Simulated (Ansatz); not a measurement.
`[CH3][Ge]([CH3])([Cl])[SeH]` + `CC(O)(O)F` → `COC(C)(O)F` + `[CH3][GeH]([Cl])[SeH]`  (substitution at a C–Ge bond)

Isolated molecules relaxed with PBE0-D4/def2-TZVP in Ansatz; ΔE leaves out vibrations. CCSD(T)/CBS adds triple-zeta CCSD(T) − MP2 to the extrapolated MP2 energy (def2 sets, frozen cores). Functionals use def2-TZVPP. For Ge, Se outer-core shells are correlated without core-valence functions, which leaves a few kJ/mol of doubt a bond. Scalar relativity is left out up to krypton. One conformer a species, not always the lowest.

```csv
level,ΔE (kJ/mol),difference from CCSD(T)/CBS
PBE-D4,93.9,-4.2
PBE0-D4,95.4,-2.7
ωB97X-V,89.8,-8.3
ωB97M-V,94.0,-4.1
B2PLYP,93.8,-4.3
PBE,92.5,-5.6
SCS-MP2/def2-TZVPP,97.8,-0.3
MP2/def2-QZVPP,106.0,7.9
SCS-MP2/def2-QZVPP,98.5,0.4
CCSD/CBS(def2),97.2,-0.9
CCSD(T)/CBS,98.1,0
```

Largest T1 diagnostic among the species: 0.011.

In def2-TZVPP, CCSD(T) changes the Hartree–Fock value by +12.9 kJ/mol (the triples alone add +0.9 kJ/mol) and MP2 by +21.7 kJ/mol.
